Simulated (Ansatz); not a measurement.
Na₃Cl₂. Charge 0, multiplicity 2. Geometry PBE0-D4/def2-SVP, basis def2-TZVP, Ansatz.

```xyz
5

Na   -1.5876    1.0850    0.1871
Na    1.6872    0.9015    0.2343
Na   -0.0921   -1.9025   -0.4053
Cl    0.0434    0.3278   -1.7536
Cl   -0.0510   -0.4118    1.7375
```

```csv
run,HOMO (eV),LUMO (eV)
A,-2.49,-1.79
B,-2.81,-1.46
C,-2.54,-2.03
D,-2.79,-1.81
```

B3LYP takes the VWN-RPA correlation. Another isomer (doublet) lies 0.15 eV lower at PBE0-D4/def2-TZVP; other spin states weren't run for this one.

HOMO and LUMO are taken over both spins.

Task: The runs used B3LYP, PBE, PBE0, r2SCAN. Estimate which is which.

Result: A r2SCAN (0 % exact exchange); B PBE0 (25 % exact exchange); C PBE (0 % exact exchange); D B3LYP (20 % exact exchange). Exact exchange lowers occupied and raises empty levels; among semilocal functionals meta-GGAs tend to open the gap a little, and such runs are hard to tell apart. The gap grows from 0.51 eV (PBE) to 1.36 eV (PBE0).
